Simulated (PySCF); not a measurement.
# What a mistake does to a calculation on BCH7Si

Calculated results; nothing here was measured. They come from PySCF 2.14.0, an open-source quantum chemistry program, on an isolated molecule that a program drew, which may never have been made. The molecule is BCH7Si (charge 0, singlet), drawn as the SMILES string `B[SiH2]C`.

Each row is a Hartree-Fock (HF) and frozen-core CCSD(T) single point in the cc-pV(D+d)Z basis, meant for a local HF minimum. Run 1 is clean. Each other run has one planted mistake out of seven kinds, and not every kind appears here: one electron removed, one electron added, multiplicity raised by two, geometry at a saddle point, minimal basis STO-3G, one bond length entered in bohr, all coordinates scaled. The reference is restricted for singlets and unrestricted otherwise, and also for a bond in bohr. Adding or removing an electron swaps singlet and doublet. Electrons count all cores. HOMO and LUMO are orbital energies over both spins, the gradient is its largest component, and the lowest frequency (negative if imaginary) is given only where the gradient is small. Bond lengths are over the 9 bonds as drawn. T1 is the CCSD diagnostic: over 0.02 (restricted) or 0.045 (unrestricted) a single reference is doubtful.

Geometry of the clean run:
```xyz
10
BCH7Si, angstrom
B     0.6888    2.7556   -0.0698
Si    0.4469    0.7481    0.2082
C    -0.8793    0.2860    1.4683
H     0.0509    3.5832    0.5237
H     1.5016    3.1576   -0.8581
H     1.7555    0.1802    0.6379
H     0.1139    0.1334   -1.1072
H    -0.6425    0.7009    2.4521
H    -0.9654   -0.7989    1.5707
H    -1.8556    0.6758    1.1667
```

| run | electrons | basis functions | <S^2> | HOMO (eV) | LUMO (eV) | gradient (hartree/bohr) | lowest frequency (cm^-1) | mean bond (Å) | longest bond (Å) | T1 | HF (hartree) | CCSD(T) (hartree) | mistake |
|---|---|---|---|---|---|---|---|---|---|---|---|---|---|
| 1 | 32 | 86 | 0.000 | -10.96 | 1.47 | 3.0e-05 | 51 | 1.3990 | 2.041 | 0.0101 | -355.53493 | -355.93527 | no fault |
| 2 | 32 | 26 | 0.000 | -9.25 | 6.40 | 3.0e-02 | - | 1.3990 | 2.041 | 0.0047 | -351.43667 | -351.61323 | minimal basis STO-3G |
| 3 | 33 | 86 | 0.761 | -0.48 | 8.84 | 5.2e-02 | - | 1.3990 | 2.041 | 0.0100 | -355.51467 | -355.93463 | one electron added |
| 4 | 31 | 86 | 0.758 | -17.54 | -8.37 | 1.1e-01 | - | 1.3990 | 2.041 | 0.0174 | -355.18069 | -355.55732 | ? |

**Which mistake was planted in run 4, and what did it cost?**

It counts 31 electrons, one fewer than the clean run, at the same geometry and basis. So the mistake is: one electron removed. Subtracting run 1 and multiplying by 627.51 kcal/mol a hartree, the energy moved by 222.3 kcal/mol in HF and 237.2 kcal/mol in CCSD(T).

Cautions from the logs. Run 3: the added electron raises the CCSD(T) energy, so it isn't bound in this basis.
